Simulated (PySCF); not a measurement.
**Telling isomers of C5H8FNO apart by NMR**

Theoretical values (PySCF): GFN2-xTB geometry, GIAO PBE0/pcSseg-1 shieldings. Single conformer, in vacuum, no relativistic terms, rapidly exchanging positions averaged.

Chemical shifts δ = σref − σ; 1H (σ = 31.72 ppm) and 13C (σ = 186.93 ppm) against TMS, all at this level. Splittings of carbon signals by F and P are missing where no couplings were computed. Where no couplings were computed, multiplicities follow the n + 1 count of equivalent neighbours, and m marks all less simple cases (inequivalent or close neighbours, rings, F or P nearby). Acid and N–H amide carbonyl carbons lie up to 10 ppm further downfield in solution (hydrogen bonding). Shifts are as computed. Against solution values, carbons near 30 ppm lie about +3 ppm off and those near 130 ppm about +5 ppm (rms about the fit 2.1 ppm; single classes can miss by 10 ppm). Of 1328 compounds with measured shifts, 309 miss one by over three times the rms of a fit or turn the order of signals round; such compounds aren't used in these exercises. Signals without a measured value on file couldn't be tested in this way; 1H shifts scatter by 0.2 ppm about their fit, and single ones miss by 0.5 ppm. OH and NH positions are gas-phase values without hydrogen bonding to other molecules.

(1) Tabulate the signals of `O=CN[C@@H]1CC[C@H]1F`, `C=C[C@@H](F)C(=O)NC` and their relative energies.

(2) What is the quickest way to tell O=CN[C@@H]1CC[C@H]1F from C=C[C@@H](F)C(=O)NC?

Answers

(1) 
| SMILES | carbon types | δC | δH | E rel. (kcal/mol) |
| --- | --- | --- | --- | --- |
| O=CN[C@@H]1CC[C@H]1F | 3×CH 2×CH2 | 158.8, 98.1, 49.9, 24.7, 22.7 | 8.10 (d, 1H), 5.27 (m, 1H), 4.82 (m, 1H), 4.68 (br, 1H), 2.42 (m, 1H), 2.19 (m, 1H), 2.00 (m, 1H), 1.17 (m, 1H) | 1.9 |
| C=C[C@@H](F)C(=O)NC | 1×C 2×CH 1×CH2 1×CH3 | 169.0, 143.0, 118.8, 97.4, 26.0 | 6.36 (m, 1H), 5.76 (m, 1H), 5.59 (m, 1H), 5.50 (m, 1H), 5.49 (br, 1H), 3.11 (d, 3H) | 0.0 |

Energies are electronic energies at PBE0/pcSseg-1 on these geometries, without zero-point or thermal terms, each for the one conformer computed, which needn't be the lowest.

(2) Both give the same number of carbon signals, but DEPT or the intensities differ. The first has an sp3 CH2 in a ring at 24.7 ppm, the second an amide carbonyl carbon (C) at 169.0 ppm. Their most deshielded carbons lie at 158.8 and 169.0 ppm. In the proton spectra the most deshielded non-exchanging signals are 8.10 (d, 1H) and 6.36 (m, 1H).
